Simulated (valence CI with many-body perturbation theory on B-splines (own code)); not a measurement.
## Valence orbitals of Ir37+

Method: relativistic CI+MBPT: four valence electrons over a frozen Dirac-Fock core [Kr], radial functions for each j: 9 s, 9 p, 10 d, 8 f, 5 g, 3 h, 1 i, with the one-electron correlation potential Σ1 (screened to all orders), the two-electron term Σ2, the three-electron term Σ3, Breit, model QED; selected single and double excitations, second order for the rest (own B-spline code, finite nucleus).

The last digits are not significant, and no measured levels were compared; by estimate large intervals hold to a few tenths of a per cent, small ones and those within an open d or f shell to about a per cent. Only levels of the ground parity were solved; by the run's estimate the other parity begins above the list, which can be wrong where configurations are misplaced.

These are the spectroscopic orbitals of the CI (the correlating ones are not listed), shaped by the core and the other valence electrons. h is the expectation value of the core's Dirac-Fock operator, without the valence repulsion; Σ1 is computed up to l = 3 at one energy for each symmetry, that of its lowest orbital but kept below the first core excitation, so for empty shells it is not the orbital's own correlation shift; Breit and QED include the response of the core.

| Orbital | h (hartree) | Σ1 (cm⁻¹) | Breit (cm⁻¹) | QED (cm⁻¹) | ⟨r⟩ (bohr) |
| --- | --- | --- | --- | --- | --- |
| 5s1/2 | -47.109 | -11661 | 5649 | 4342 | 0.6836 |
| 6s1/2 | -30.646 | -4633 | 2982 | 2319 | 1.048 |
| 7s1/2 | -21.558 | -2411 | 1730 | 1370 | 1.494 |
| 5p1/2 | -45.191 | -11746 | 8709 | 133 | 0.6913 |
| 6p1/2 | -29.612 | -4820 | 4707 | 76.9 | 1.064 |
| 7p1/2 | -20.938 | -2550 | 2769 | 47.1 | 1.518 |
| 5p3/2 | -43.4 | -10301 | 4992 | 507 | 0.7222 |
| 6p3/2 | -28.662 | -4377 | 2742 | 282 | 1.100 |
| 7p3/2 | -20.372 | -2349 | 1791 | 170 | 1.561 |
| 4d3/2 | -68.23 | -23352 | 9316 | -904 | 0.3995 |
| 5d3/2 | -40.369 | -11032 | 4011 | -319 | 0.7242 |
| 6d3/2 | -27.025 | -5043 | 2167 | -167 | 1.121 |
| 4d5/2 | -67.341 | -22505 | 5565 | -421 | 0.4059 |
| 5d5/2 | -39.981 | -10831 | 2460 | -120 | 0.7321 |
| 6d5/2 | -26.815 | -4939 | 1338 | -60.6 | 1.131 |
| 4f5/2 | -59.739 | -46537 | 2363 | -763 | 0.3765 |
| 5f5/2 | -36.774 | -10721 | 1161 | -274 | 0.7231 |
| 4f7/2 | -59.507 | -41246 | 140 | -587 | 0.3791 |
| 5f7/2 | -36.666 | -10406 | 232 | -198 | 0.7258 |
| 5g7/2 | -34.363 |  | -155 | -121 | 0.6804 |
| 5g9/2 | -34.328 |  | -371 | -91.7 | 0.6817 |

Among the shells of the start configuration 4d4, Σ1 is largest in size for 4d3/2, where it is 0.16 % of h.

Lowest root of each symmetry, sizes in configuration state functions:

```tsv
J	Parity	Roots	Reference	Variational	Second order	Change by selected CI (cm⁻¹)	Change by second order (cm⁻¹)
0	even	5	26	9443	40284	-5853	-2
1	even	4	44	18033	107391	-4783	-9
2	even	8	78	25739	164577	-5754	-18
3	even	6	77	24482	204390	-6133	-30
4	even	7	85	24937	216584	-6109	-35
5	even	2	63	22784	154355	-5870	-18
6	even	2	54	19312	179430	-6300	-14
```
